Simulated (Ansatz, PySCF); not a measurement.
Breaking a bond: SiH (cation, charge +1), singlet.

Computed with: UKS-B3LYP/3-21G = unrestricted B3LYP/3-21G (PySCF 2.14.0); RCCSD = CCSD on RHF/aug-cc-pVDZ, frozen core (Ansatz, a quantum-chemistry and plane-wave program); UKS-B3LYP = unrestricted B3LYP/aug-cc-pVDZ in Ansatz.

Total energies in hartree (comparable only within one method and basis):

```
R / Å  UKS-B3LYP/3-21G       RCCSD   UKS-B3LYP
-----  ---------------  ----------  ----------
1.23        -288.13219  -289.19869  -289.67116
1.28        -288.14779  -289.21329  -289.68588
1.39        -288.16848  -289.23229  -289.70536
1.42        -288.17161  -289.23505  -289.70827
1.46        -288.17448  -289.23745  -289.71089
1.52        -288.17648  -289.23878  -289.71255
1.57        -288.17645  -289.23819  -289.71223
1.63        -288.17485  -289.23589  -289.71024
1.64        -288.17444  -289.23537  -289.70977
1.80        -288.16431  -289.22324  -289.69824
1.85        -288.16017  -289.21849  -289.69357
2.03        -288.14348  -289.19994  -289.67477
2.28        -288.11882  -289.17484  -289.64744
2.53        -288.09722  -289.15414  -289.62403
2.72        -288.08675           —  -289.61295
3.06        -288.07636           —  -289.60251
3.32        -288.07219           —  -289.59870
3.77        -288.06845           —  -289.59561
4.14        -288.06689           —  -289.59440
4.54        -288.06596           —  -289.59364
5.32        -288.06531           —  -289.59301
6.07        -288.06530           —  -289.59282
```

A dash means that the run gave no value there, or that the column was ended at a point which the program doubted or which failed a test of continuity chosen for this set; such a test can also cut sound points.

The unrestricted determinant behind UKS-B3LYP/3-21G, UKS-B3LYP is spin-contaminated at 2.53 to 6.07 Å (<S²> up to 1.0, against 0.00 for a pure singlet). The T1 diagnostic of CCSD on the restricted reference of RCCSD exceeds 0.045 at 3.06 to 6.07 Å.
